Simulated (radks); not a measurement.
Values are calculated unless marked as measured or tabulated.
Problem. Os0.5-, 76.5 electrons, occupied as [Xe] 4f14 5d7.5 6s1 (fractional occupations, a model configuration). Code: a radial shooting solver on a logarithmic mesh with Libxc functionals. Model: Dirac Kohn-Sham, PBE, spin-unpolarised, spherical densities, finite nucleus; open shells are shared between the two j in proportion to 2j + 1; Fermi nuclear charge, rms radius 5.4126 fm. Some entries of the table are withheld. Estimate them.

orbital  occ.  eigenvalue (eV)  r(max) (bohr)  <r> (bohr)
1s1/2       2        -73728.89        0.01103     0.01774
2s1/2       2        -12826.49            (1)     0.07427
2p1/2       2        -12282.82        0.04710     0.06130
2p3/2       4        -10751.67        0.05415     0.06950
3s1/2       2        -2979.642         0.1790      0.1934
3p1/2       2        -2735.789         0.1674      0.1835
3p3/2       4        -2401.894         0.1818      0.1986
3d3/2       4              (2)         0.1421      0.1734
3d5/2       6              (3)         0.1461      0.1781
4s1/2       2        -623.5552         0.4053      0.4318
4p1/2       2        -521.1005         0.4044      0.4357
4p3/2       4        -442.6764         0.4344      0.4692
4d3/2       4              (4)         0.4295         (5)
4d5/2       6              (6)         0.4389         (7)
5s1/2       2         -84.7730            (8)       1.009
5p1/2       2         -53.2866         0.9755         (9)
4f5/2       6         -46.8166         0.4033      0.5528
4f7/2       8         -44.0120         0.4081      0.5610
5p3/2       4         -41.1761          1.058        (10)
6s1/2       1          -2.2170          2.600       3.306
5d3/2       3          -1.4510          1.354       1.922
5d5/2     4.5          -0.5335          1.403       2.070

Solution. 
(1) 2s1/2 r(max) (bohr): 0.06360
(2) 3d3/2 eigenvalue (eV): -1992.419
(3) 3d5/2 eigenvalue (eV): -1920.090
(4) 4d3/2 eigenvalue (eV): -274.3378
(5) 4d3/2 <r> (bohr): 0.4824
(6) 4d5/2 eigenvalue (eV): -259.8099
(7) 4d5/2 <r> (bohr): 0.4938
(8) 5s1/2 r(max) (bohr): 0.9151
(9) 5p1/2 <r> (bohr): 1.104
(10) 5p3/2 <r> (bohr): 1.208
